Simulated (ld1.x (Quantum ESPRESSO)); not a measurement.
## In, TM: configuration errors across variants

| Property | Result |
| --- | --- |
| Element | indium |
| Generator | ld1.x (Quantum ESPRESSO) 7.5 |
| Type | norm-conserving Troullier–Martins (Kleinman–Bylander form) |
| Functional | PBE |
| Relativity | scalar-relativistic |
| Frozen core | [Kr] |
| Valence charge | 13 |
| Reference configuration | 4d10 5s1.75 5p1.25 |
| Partial waves | 5p (bound): rc 1.95 bohr; 4d (bound): rc 1.20 bohr; 5s (bound): rc 2.15 bohr |
| Local potential | the s channel |
| Core correction | none |

All-electron excitation energies from the reference (eV): (1) 4d10 5s2 5p1 -1.433; (2) 4d10 5s2 5p0 3.930; (3) 4d10 5s1 5p0 23.165; (4) 4d10 5s0 5p3 10.514; (5) 4d9 5s2 5p2 16.874; (6) 4d10 5s1 5p2 4.408; (7) 4d10 5s1 5p1 10.523.

3 further variants failed, have other tests or another functional or relativity, and are left out.

A true bound ghost makes a file unfit for plane-wave use even where its test errors are small: the radial tests pick states by their node count and pass the ghost by.

Errors AE − PS in meV (a dash: test not solved or not reliable):

| change | (1) | (2) | (3) | (4) | (5) | (6) | (7) | bound ghosts |
| --- | --- | --- | --- | --- | --- | --- | --- | --- |
| base | +0.3 | +0.6 | +12 | +4.2 | -240 | +0.2 | +1.8 | none |
| core correction a·sin(br)/r model core inside 1.50 bohr | +0.1 | -1.3 | -13 | -5.8 | -262 | -1.5 | -2.6 | none |
| wave 4d (bound): rc 1.20 bohr becomes 4d (bound): rc 0.86 bohr | +0.3 | +0.6 | +11 | +4.1 | -240 | +0.2 | +1.8 | none |
| wave 5s (bound): rc 2.15 bohr becomes 5s (bound): rc 2.34 bohr | +0.3 | +0.5 | +13 | +2.2 | -228 | -0.1 | +2.1 | none |

(1) Give the same row for: all radii scaled by about 0.89 (s 1.92, p 1.74, d 1.08 bohr).

## Answers

(1) +0.2, +1.1, +15, -1.0, -209, -0.7, +1.3; bound ghosts: p.
